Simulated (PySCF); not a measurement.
Mo(3+) (molybdenum, charge +3) across methods

[Kr] 4d3, high-spin 4F determinant. All numbers are calculated (PySCF 2.14, scalar relativity through the core potential, in def2-QZVPPD with the def2 core potential (28 electrons) (7s5p4d3f2g, 81 functions)).

```tsv
method	E (hartree)	mean ε 4p α (eV)	mean ε 4p β (eV)	mean ε 4d α (eV)	Σ⟨r²⟩ (bohr²)	⟨S²⟩
M06-2X	-66.1355	-77.433	-74.057	-37.190	22.09	3.751
PBE0	-66.2389	-75.121	-71.901	-35.813	22.03	3.751
PBE	-66.2414	-71.895	-69.565	-34.043	22.11	3.751
r2SCAN	-66.2799	-73.204	-70.259	-34.449	21.95	3.752
UHF	-65.82355	-83.838	-77.529	-40.396	21.97	3.755
MN15	-66.1088	-74.765	-72.514	-36.030	22.28	3.751
PW91	-66.2728	-71.979	-69.652	-34.121	22.11	3.751
LDA	-66.0379	-71.831	-69.521	-33.945	22.26	3.750
```

Problem. Estimate the same row for PBEsol.

Solution. E (hartree) = -66.1206; mean ε 4p α (eV) = -71.763; mean ε 4p β (eV) = -69.429; mean ε 4d α (eV) = -33.931; Σ⟨r²⟩ (bohr²) = 22.16; ⟨S²⟩ = 3.751.

Energies and moments cover only the electrons outside the core potential.
